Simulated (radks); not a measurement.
Problem. C+, configuration [He] 2s2 2p1. Calculated with a radial shooting solver on a logarithmic mesh with Libxc functionals: scalar-relativistic Kohn-Sham, Slater X-alpha with alpha = 0.871, spin-polarised, spherical densities, point nucleus; open shells are filled with parallel spins first. Some entries of the table are withheld. Estimate them.

orbital  occ.  eigenvalue (hartree)  <1/r> (bohr^-1)  r(max) (bohr)
1s up       1             -10.93185            5.677         0.1733
1s down     1             -10.89380            5.693         0.1730
2s up       1              -1.04738            1.022          1.144
2s down     1              -0.93449           0.9903          1.164
2p up       1              -0.72700           0.9275            (1)
2p down     0              -0.61346           0.8906            (2)

Solution. 
(1) 2p up r(max) (bohr): 1.054
(2) 2p down r(max) (bohr): 1.090
